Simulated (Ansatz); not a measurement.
Reaction (ligand exchange at a Ge–C bond): `N=[C](Cl)[GeH3]` + `OC(O)=S` → `OC(=S)[O][GeH3]` + `N=CCl`

Gas-phase electronic energies from Ansatz, PBE0-D4/def2-TZVP geometries. CCSD(T)/CBS is the MP2 limit (def2-TZVPP, def2-QZVPP) plus CCSD(T) − MP2 in def2-TZVPP, frozen cores. This one scheme is used for every species. DFT in def2-TZVPP. B3LYP here is the variant with VWN-RPA as its local correlation; programs differ in this. For Ge outer-core shells are correlated without core-valence functions, which leaves a few kJ/mol of doubt a bond. Scalar relativity is left out up to krypton. One conformer a species, not always the lowest.

```
        level  ΔE (kJ/mol)
     B3LYP-D4        -48.1
HF/def2-TZVPP        -65.0
```

Problem. What does CCSD(T)/CBS give? (An estimate is asked.)

Solution. Computed: -43.9 kJ/mol. The listed levels differ from it by -4.2, -21.1 kJ/mol.

Largest T1 diagnostic among the species: 0.016.

From PBE to PBE0 (25 % exact exchange), in def2-TZVPP and without D4, ΔE moves by −3.6 kJ/mol. In def2-TZVPP, CCSD(T) changes the Hartree–Fock value by +18.4 kJ/mol (the triples alone add +2.4 kJ/mol) and MP2 by +18.6 kJ/mol.
